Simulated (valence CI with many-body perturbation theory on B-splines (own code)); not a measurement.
The numbers below are computed, except where a source is named.
# Sensitivity of CI+MBPT for P XI

Method: valence CI with perturbative core correlation (CI+MBPT): three valence electrons over a frozen Dirac-Fock core [He], a basis of 6 s, 6 p, 5 d, 3 f, 1 g functions for each j, with the one-electron correlation potential Σ1, the two-electron term Σ2, the three-electron term Σ3, Breit, model QED; selected CI, second order for the rest, scaled by the run's own slope (own B-spline code, finite nucleus).

No measured spectrum was set against this ion. As an estimate, levels of excited configurations hold to 0.05 to 0.15 % of their energy, terms of the ground configuration to about 0.5 %.

The reference run has the lowest level 2s²2p ²P°_1/2 and an ionisation energy of 479.379 eV. Its largest variational space holds 4049 state functions.

Reference levels: 2s²2p ²P°_3/2 9700, 2s2p² ⁴P_1/2 176890, 2s2p² ⁴P_3/2 180374, 2s2p² ⁴P_5/2 185330, 2s2p² ²D_3/2 317039, 2s2p² ²D_5/2 317148, 2s2p² ²S_1/2 403820, 2s2p² ²P_1/2 427291, 2s2p² ²P_3/2 432532, 2p³ ⁴S°_3/2 558767, 2p³ ²D°_3/2 632199, 2p³ ²D°_5/2 632400 cm⁻¹.

Problem. Rank these changes by the mean size of the shift of these levels, smallest first.
A. scale of Σ1 1 → 0.9
B. highest l with Σ1, explicit Σ2 and valence Breit (higher l get mean screening factors) 3 → 0
C. hole-hole ladder in Σ2 on → off

Solution. C (50 cm⁻¹), A (130 cm⁻¹), B (2100 cm⁻¹).
